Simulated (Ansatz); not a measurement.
Species: AgF, net charge 0, singlet state. 
Structure (B3LYP-D3(BJ)/def2-TZVP (Ansatz, a quantum-chemistry and plane-wave program) minimum search):
SMILES: [F][Ag]
```xyz
2

Ag     0.0000     0.0000    -0.3209
F      0.0000     0.0000     1.6759
```
Charge 0, spin multiplicity 1.

Wanted: atomisation energy (electronic, to ground-state atoms), in kJ/mol. Valence correlation only, unless marked. Open shells are spin-unrestricted. No spin-orbit coupling. The frozen core is the preceding noble-gas configuration, with the filled d and f shells of earlier blocks. In def2 rows, elements after Kr have scalar-relativistic effective core potentials. STO-3G rows are all-electron and non-relativistic. The coupled-cluster limit lacks core correlation, which all-electron functionals hold. CBS marks a two-point X^-3 extrapolation of the correlation energy; Hartree-Fock from the larger set. The program attaches cautions to a run behind MP2/STO-3G: large difference.

| level | program | atomisation energy (kJ/mol) | rough core time |
|---|---|---|---|
| revPBE/def2-TZVPD | Ansatz | 323.6 | under 20 s |
| B97M-V/def2-TZVPD | Ansatz | 321.9 | under 20 s |
| CAM-B3LYP-D4/def2-TZVPD | Ansatz + dftd4 | 331.2 | under 20 s |
| MP2/STO-3G | Ansatz | 38.0 | - |
| RI-MP2/def2-TZVPPD | Ansatz | 352.7 | under 20 s |
| CCSD(T)/CBS(def2-TZVPP,def2-QZVPP) | Ansatz | 335.3 | 25 s |
| CCSD(T)/CBS(def2-TZVPPD,def2-QZVPPD) | Ansatz | 332.8 | 29 s |

Core times are rough, on shared machines, summed over the molecules involved; a dash marks a level read off another run, or run on other hardware, by another program or under a memory cap.
